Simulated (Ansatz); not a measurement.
CH$_{5}$GeNOS, relaxed with RKS PBE0-D4/def2-TZVP in Ansatz from a PBE-D4/def2-SVP geometry. The force threshold is 0.005 eV/Å; the program also tests the step.

Total charge 0; spin multiplicity 1. The bonds changed during the relaxation, so this is another structure than the one it started from.

Start:

```xyz
10

N     0.653   -1.236    1.155
C     0.217   -0.197    0.413
S     0.379    1.470    1.040
O    -0.299   -0.405   -0.709
Ge   -0.943    1.299   -1.772
H     1.083   -1.111    2.070
H     0.552   -2.175    0.766
H     0.968    1.021    2.215
H    -0.255    0.739   -3.108
H    -2.354    0.597   -2.070
```

| step | energy (eV) | largest force (eV/Å) | largest move (Å) |
| --- | --- | --- | --- |
| 1 | -71994.8987 | 0.944 | 0.000 |
| 2 | -71994.9467 | 0.264 | 0.042 |
| 3 | -71994.9520 | 0.101 | 0.018 |
| 4 | -71994.9529 | 0.046 | 0.015 |
| 5 | -71994.9530 | 0.035 | 0.003 |
| 6 | -71994.9530 | 0.017 | 0.002 |
| 7 | -71994.9530 | 0.006 | 0.001 |
| 8 | -71994.9530 | 0.004 | 0.001 |

End:

```xyz
10

N     0.644   -1.221    1.138
C     0.214   -0.188    0.409
S     0.380    1.450    1.035
O    -0.297   -0.392   -0.698
Ge   -0.937    1.278   -1.752
H     1.069   -1.103    2.039
H     0.537   -2.144    0.752
H     0.960    1.011    2.185
H    -0.241    0.731   -3.066
H    -2.328    0.578   -2.042
```

Run time 30 s (4 threads of an Arm Neoverse V2 on a shared host); peak host memory 0.64 GiB.
